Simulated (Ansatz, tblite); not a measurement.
# Redistribution: C2H4 + C2H2FI → C2H3I + C2H3F

Species: C2H4 (ethylene) `C=C`, singlet; C2H2FI `F/C=C/I`, singlet; C2H3I `C=CI`, singlet; C2H3F `C=CF`, singlet. The partners trade H for I; both sit on C, so the bond types are kept.

Shapes, held fixed at every level: PBE0-D4/def2-TZVP. Programs: Ansatz 0.2.0, tblite 0.8.0. The zero-point and thermal change to 298 K, harmonic and unscaled (PBE0-D4/def2-TZVP), is -0.3 kJ/mol.

```
                level                    kind  ΔH(298 K) (kJ/mol)  less CCSD(T)/def2-TZVPP
             GFN2-xTB          semi-empirical               -11.3                     +0.1
          HF/def2-SVP            Hartree–Fock               -12.4                     -1.0
r2SCAN0-D4/def2-TZVPP           global hybrid               -13.6                     -2.2
   wB97M-V/def2-TZVPP  range-separated hybrid               -11.6                     -0.2
         MP2/def2-SVP     perturbation theory               -11.7                     -0.3
        CCSD/def2-SVP   coupled cluster or CI               -10.9                     +0.5
      CCSD/def2-TZVPP   coupled cluster or CI               -11.4                      0.0
   CCSD(T)/def2-TZVPP   coupled cluster or CI               -11.4                      0.0
```

The highest level, CCSD(T)/def2-TZVPP, gives ΔH(298 K) = -11.4 kJ/mol; the levels span -13.6 to -10.9. The column of differences is taken from that level and isn't an error. No measured value is set beside it here. For atoms past krypton def2 sets carry core potentials with scalar relativity. Outer-core shells of I are correlated in most correlated rows, in sets that cover them unevenly.
